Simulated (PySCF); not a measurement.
**How the method moves the HOMO and LUMO of `FBc1ccoc1`**

Compound: C₄H₄BFO.
Z-matrix (Å and degrees, PBE0-D3(BJ)/def2-SVP geometry), rows numbered from 1:
```
F 
B   1  1.3291
C   2  1.5343  1  119.18
C   3  1.4420  2  129.26  1  -179.86
C   4  1.3577  3  106.56  2   179.69
O   5  1.3574  4  110.16  3    -0.00
C   6  1.3349  5  107.49  4    -0.01
H   2  1.2110  1  117.26  3  -179.84
H   4  1.0881  3  126.77  2    -0.28
H   5  1.0866  4  133.91  3  -180.00
H   7  1.0880  3  132.23  2     0.35
```

Basis pcSseg-1 throughout (PySCF), one geometry. One conformer (not necessarily the lowest) at the PBE0-D3(BJ)/def2-SVP geometry, without solvent, vibrations or thermal averaging.

Problem. How do the orbital energies, the gap and the dipole change with the method?

Solution. 
```json
{"method": "B97-D", "kind": "GGA", "HOMO (eV)": "-6.04", "LUMO (eV)": "-2.06", "gap (eV)": "3.98", "μ (D)": "1.63", "SCF cycles": "16"}
{"method": "KT3", "kind": "GGA", "HOMO (eV)": "-6.08", "LUMO (eV)": "-2.12", "gap (eV)": "3.96", "μ (D)": "1.63", "SCF cycles": "16"}
{"method": "KT2", "kind": "GGA", "HOMO (eV)": "-6.11", "LUMO (eV)": "-2.19", "gap (eV)": "3.92", "μ (D)": "1.64", "SCF cycles": "16"}
{"method": "B3LYP", "kind": "global hybrid", "HOMO (eV)": "-6.94", "LUMO (eV)": "-1.48", "gap (eV)": "5.45", "μ (D)": "1.63", "SCF cycles": "14"}
{"method": "mPW1PW91", "kind": "global hybrid", "HOMO (eV)": "-7.18", "LUMO (eV)": "-1.30", "gap (eV)": "5.88", "μ (D)": "1.63", "SCF cycles": "14"}
{"method": "wB97X-D", "kind": "range-separated hybrid", "HOMO (eV)": "-8.96", "LUMO (eV)": "0.55", "gap (eV)": "9.52", "μ (D)": "1.58", "SCF cycles": "14"}
{"method": "HF", "kind": "Hartree–Fock", "HOMO (eV)": "-9.11", "LUMO (eV)": "2.39", "gap (eV)": "11.50", "μ (D)": "1.63", "SCF cycles": "11"}
{"method": "LC-wPBE", "kind": "range-separated hybrid", "HOMO (eV)": "-9.75", "LUMO (eV)": "0.99", "gap (eV)": "10.74", "μ (D)": "1.50", "SCF cycles": "15"}
```

The HOMO spans 3.71 eV, from B97-D down to LC-wPBE, and the gap runs from 3.92 eV (KT2) to 11.50 eV (HF). Over the methods B97-D (0 %), KT3 (0 %), KT2 (0 %), B3LYP (20 %), mPW1PW91 (25 %), HF (100 %), a straight line through the gap against the share of exact exchange rises by 0.75 eV for each 10 % (correlation coefficient 1.000). The dipole ranges from 1.50 D (LC-wPBE) to 1.64 D (KT2). This basis has no diffuse functions.
